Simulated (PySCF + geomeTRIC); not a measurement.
Species: [Zr(Cl)(CH3)3] (charge 0, multiplicity 1).

Give a relaxed geometry from BP86-D3(BJ)/def2-SVP run with PySCF + geomeTRIC.

the end point of this relaxation.
Z-matrix (Å, degrees):
```
Zr
C 1 2.2118
H 2 1.1139 1 112.33
H 2 1.1143 3 107.61 1 -123.36
H 2 1.1155 3 107.69 4 -115.80
C 1 2.2119 2 106.45 3 -176.80
H 6 1.1139 1 112.26 2 64.86
H 6 1.1141 7 107.63 1 -123.63
H 6 1.1157 7 107.67 8 -115.80
C 1 2.2121 2 106.58 3 69.84
H 10 1.1140 1 112.15 2 177.77
H 10 1.1142 11 107.60 1 -123.49
H 10 1.1155 11 107.68 12 -115.79
Cl 1 2.3710 2 112.29 3 -53.54
```
